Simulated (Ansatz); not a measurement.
Consider the substitution at a C–Ge bond: `N[C](F)(F)[GeH3]` + H₂S → `NC(F)(F)S` + GeH₄.

Calculated with Ansatz (gas phase, PBE0-D4/def2-TZVP geometries, no zero-point term in ΔE). CCSD(T)/CBS adds triple-zeta CCSD(T) − MP2 to the extrapolated MP2 energy (def2 sets, frozen cores). This one scheme is used for every species. DFT in def2-TZVPP. B3LYP here is the variant with VWN-RPA as its local correlation; programs differ in this. For Ge outer-core shells are correlated without core-valence functions, which leaves a few kJ/mol of doubt a bond. Scalar relativity is left out up to krypton. One conformer a species, not always the lowest.

(1) Is it downhill or uphill in electronic energy at CCSD(T)/CBS, and by how much? (An estimate is asked.)

(2) What do these levels give: r2SCAN-D4, PBE0-D4, B3LYP-D4, ωB97M-V, B2PLYP, HF/CBS(def2)? (Best estimate.)

Largest T1 diagnostic among the species: 0.012.

Results:

(1) Ansatz gave: Uphill: ΔE = +2.2 kcal/mol.

(2) Ansatz gave: r2SCAN-D4 0.5, PBE0-D4 0.6, B3LYP-D4 1.6, ωB97M-V 1.0, B2PLYP 1.5, HF/CBS(def2) 0.3 kcal/mol.

In def2-TZVPP, CCSD(T) changes the Hartree–Fock value by +1.8 kcal/mol (the triples alone add −0.2 kcal/mol) and MP2 by +1.5 kcal/mol.
